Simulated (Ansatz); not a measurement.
Mulliken charges of `N/C=[CH]/[AlH][F]` from ωB97M-V/def2-TZVPP in Ansatz (PBE0-D4/def2-TZVP geometry).

```
atom   x (Å)   y (Å)   z (Å)  charge (e)
  N1  -0.401   1.060   1.675      -0.226
  C2  -0.409   0.288   0.560       0.074
  C3   0.652  -0.042  -0.211      -0.390
 Al4   0.427  -1.182  -1.706       0.590
  F5  -1.116  -1.723  -1.999      -0.374
  H6   0.431   1.566   1.923       0.131
  H7  -1.263   1.379   2.075       0.137
  H8  -1.398  -0.101   0.323       0.108
  H9   1.618   0.376   0.075       0.057
 H10   1.541  -1.672  -2.713      -0.106
```

**Question.** By hand: the dipole of these point charges (1 e Å = 4.8032 D).

**Answer.** Σ q r = (0.137, 0.327, 0.349) e Å, of length 0.497 e Å = 2.39 D.

**Question.** How does the dipole of the full density compare? (An estimate is asked.)

**Answer.** The calculation gave: (0.027, 0.547, 0.601) e Å, 3.91 D; the point charges give 0.61 times that, at 14° from its direction.

Point charges leave out the atoms' own dipoles, such as those of lone pairs, and Mulliken's split depends on the basis, so the two needn't agree.
